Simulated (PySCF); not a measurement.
SiFI3, SMILES [Si](I)(I)(F)I.

Coordinates come from a B3LYP-D3(BJ)/def2-SVP optimisation. The def2 effective core potentials stand for the cores of I; spin–orbit coupling is left out.

Computed with TDA-PBE0/def2-SVPD (PySCF 2.14.0).

Vertical excitations; the highest root listed may be one member of a degenerate set. The molecule is in vacuum. State labels are in the subgroup Cs.

```csv
state,symmetry,energy (eV),λ (nm),f,main pairs
S1,A",4.08,304,0.000,HOMO→LUMO 99 %
S2,A',4.37,283,0.018,HOMO−2→LUMO (degenerate set)
S3,A",4.37,283,0.018,HOMO−1→LUMO (degenerate set)
S4,A",4.85,255,0.025,HOMO−4→LUMO (degenerate set)
S5,A',4.85,255,0.025,HOMO−3→LUMO (degenerate set)
S6,A',5.03,246,0.002,HOMO−5→LUMO 98 %
S7,A",6.02,206,0.000,HOMO→LUMO+3 95 %
S8,A',6.09,203,0.012,HOMO→LUMO+1 (degenerate set)
S9,A",6.09,203,0.012,HOMO→LUMO+2 (degenerate set)
S10,A",6.30,197,0.000,"HOMO−1→LUMO+3 37 %, HOMO−1→LUMO+2 27 %, HOMO−2→LUMO+1 27 %, HOMO−6→LUMO 6 %"
T1,A",3.71,334,0,HOMO→LUMO 97 %
T2,A",3.94,315,0,HOMO−1→LUMO (degenerate set)
T3,A',3.94,315,0,HOMO−2→LUMO (degenerate set)
T4,A',4.38,283,0,HOMO−3→LUMO 94 %
```
Triplets are in the Tamm–Dancoff approximation.
